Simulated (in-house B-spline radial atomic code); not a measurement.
Multiplet parameters of the 3p4 shell in Sb³⁵⁺ ([Ne] 3s2 3p4). Computed with a radial B-spline atomic code at the basis-set limit: non-relativistic Hartree-Fock, average of configuration, point nucleus.

Slater integrals: F^2 = 338138 cm⁻¹. Central-field spin-orbit parameter ζ(3p) = 300900 cm⁻¹ (bare central field on non-relativistic orbitals, without two-electron terms: too large for light atoms, too small for heavy ones).

With F₂ = F^2/25 = 13526 cm⁻¹:

Question: Where do the terms lie in LS coupling, without spin-orbit interaction?

Answer: In cm⁻¹ above the Hund's-rule term:
| term | expression | energy |
| --- | --- | --- |
| 3P | 0 F₂ | 0 |
| 1D | 6 F₂ | 81153 |
| 1S | 15 F₂ | 202883 |

Question: Is LS coupling a fair picture here?

Answer: Fits to spectra need these integrals scaled down, since correlation screens the repulsion. Here ζ is 22.25 times F₂, so spin-orbit coupling rivals the gaps between some terms: low levels can stay fairly pure, while close terms of equal J mix strongly.
